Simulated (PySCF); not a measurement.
Compound: C₈H₉O (doublet state).
SMILES with atom numbers: `[CH2:1]=[C:2][C:3]1=[CH:4][C:5](=[O:6])[CH2:7][CH2:8][CH2:9]1` (hydrogens: H10, H11 on C1; H12 on C4; H13, H14 on C7; H15, H16 on C8; H17, H18 on C9)

Cartesian coordinates in Å at the GFN2-xTB level; atoms count from 1:
```
atom  x, y, z in Å
C1     3.3675   -0.1768   -0.3662
C2     2.0911   -0.0459   -0.2739
C3     0.7607    0.0684   -0.1763
C4     0.1307    1.3145   -0.2748
C5    -1.2893    1.5007   -0.1902
O6    -1.8103    2.6031   -0.3101
C7    -2.1220    0.2506    0.0361
C8    -1.3469   -0.8167    0.7977
C9    -0.0761   -1.1712    0.0350
H10    3.8636   -0.3487   -1.3116
H11    4.0208   -0.1120    0.4930
H12    0.7316    2.1995   -0.4271
H13   -3.0359    0.5312    0.5617
H14   -2.4124   -0.1315   -0.9478
H15   -1.9636   -1.7081    0.9277
H16   -1.0836   -0.4406    1.7892
H17    0.5044   -1.9253    0.5696
H18   -0.3390   -1.5849   -0.9439
```

The hyperfine couplings belong to this conformer and change with its torsions.

Theory: PySCF 2.14.0, UKS B3LYP, pcH-1 on C H O, non-relativistic, mean-field spin-orbit, GIAO. Geometry: GFN2-xTB, one conformer, isolated molecule. Couplings are sensitive to structure, and on GFN2-xTB geometries they can be far from those on DFT ones. The SCF solution wasn't tested for stability. ⟨S²⟩ is 0.776 where a pure state has 0.75.

Principal values of hyperfine tensors in MHz (contact and dipolar terms together), for some of the nuclei:

```json
{"atom": "H11", "isotope": "1H", "A1": "93.06", "A2": "93.92", "A3": "100.63"}
{"atom": "C4", "isotope": "13C", "A1": "3.16", "A2": "4.53", "A3": "135.47"}
{"atom": "C2", "isotope": "13C", "A1": "-3.61", "A2": "7.12", "A3": "119.95"}
{"atom": "C3", "isotope": "13C", "A1": "-61.89", "A2": "-32.34", "A3": "-27.95"}
{"atom": "H12", "isotope": "1H", "A1": "-51.36", "A2": "-37.35", "A3": "-14.55"}
{"atom": "C1", "isotope": "13C", "A1": "-41.83", "A2": "-31.27", "A3": "-27.65"}
{"atom": "C5", "isotope": "13C", "A1": "-36.54", "A2": "-25.69", "A3": "-21.31"}
{"atom": "O6", "isotope": "17O", "A1": "-84.61", "A2": "19.49", "A3": "19.82"}
```

Task: Split each tensor into its isotropic and traceless parts, and turn a_iso into mT with g = 2.0040.

Result: a_iso = (A1 + A2 + A3)/3, Ti = Ai − a_iso; 1 mT corresponds to 28.049 MHz.

| atom | a_iso (MHz) | a_iso (mT) | T1 | T2 | T3 |
| --- | --- | --- | --- | --- | --- |
| H11 | 95.87 | 3.418 | -2.81 | -1.95 | 4.76 |
| C4 | 47.72 | 1.701 | -44.56 | -43.19 | 87.75 |
| C2 | 41.16 | 1.467 | -44.76 | -34.03 | 78.80 |
| C3 | -40.73 | -1.452 | -21.17 | 8.39 | 12.78 |
| H12 | -34.42 | -1.227 | -16.95 | -2.93 | 19.87 |
| C1 | -33.58 | -1.197 | -8.25 | 2.32 | 5.93 |
| C5 | -27.85 | -0.993 | -8.69 | 2.16 | 6.54 |
| O6 | -15.10 | -0.538 | -69.51 | 34.59 | 34.92 |

Task: What spin density at the nucleus of H12 lies behind its contact coupling (g_N = 5.58569)?

Result: a_FC = (2μ0/3) gₑ μB g_N μN ρ(0)/(2S·h) = 800.24 MHz × g_N × ρ(0)/(2S), with ρ in bohr⁻³. With a_FC = -34.42 MHz and 2S = 1, ρ(0) = -0.0077 bohr⁻³. In magnitude that is 2.4 % of the 1/π = 0.318 of a free hydrogen atom.

Task: H10 (1H, g_N = 5.58569) isn't in the table. Its spin density at the nucleus is 0.02165 bohr⁻³. What is its contact coupling?

Result: By the same relation, a_FC = 96.8 MHz. Its full tensor has the principal values 93.98, 94.85, 101.46 MHz.

Task: Which nucleus of the table has the largest anisotropic coupling, and what is its form?

Result: C4: -44.6, -43.2, 87.7 MHz, axial, in the ratio −1:−1:+2, the form that spin in one p orbital centred on that nucleus gives.

Task: In a single crystal, with the field along each principal axis of the tensor of C4 in turn, what first-order splitting does this nucleus give (isotropic g, quadrupole terms neglected)?

Result: 2 lines (I = 1/2), spaced by |A_i|/(g × 13.996): 0.11, 0.16, 4.83 mT along the axes of A1, A2 and A3.

The run took 93 s of wall time (grids of density and orbitals included) on Arm Neoverse V2, one thread, no GPU, shared host with 192 logical CPUs at a one-minute load of 43, and the process peaked at 1.1 GiB of memory.
